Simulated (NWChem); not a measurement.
A series in which one site is exchanged, each optimised at PBE0/def2-SVP with NWChem, gas phase unless a solvent is named. All stand in one matching conformer (torsions within 35°), which need not be the lowest. This build's default masses of Se (78.918 u) and Br (79.917 u) are each other's, which moves their modes by up to 0.6 %. Some are not confirmed as minima by frequencies. def2 effective core potentials on I; no spin-orbit coupling.

A: CO[Se]I (CH3IOSe; site = I)
B: O(C)[SeH] (CH₄OSe; site = H)
C: CO[Se]Cl (CH₃ClOSe; site = Cl)
D: CO[Se]F (CH3FOSe; site = F)

```tsv
quantity	A	B	C	D
orbital gap (eV), PBE0/def2-SVP	3.90	5.80	…	5.24
vertical ionisation energy, ΔSCF, PBE0/def2-SVP (eV)	8.62	9.21	…	9.17
static polarisability, PBE0/def2-SVPD (bohr³)	84.3	47.9	…	46.4
lowest singlet excitation, PBE0/def2-SVPD, TDA (eV)	2.43	3.89	…	3.31
```

Task: Complete the blanks.

Result: 
- orbital gap (eV), PBE0/def2-SVP, C: 4.72
- vertical ionisation energy, ΔSCF, PBE0/def2-SVP (eV), C: 9.00
- static polarisability, PBE0/def2-SVPD (bohr³), C: 61.1
- lowest singlet excitation, PBE0/def2-SVPD, TDA (eV), C: 2.96
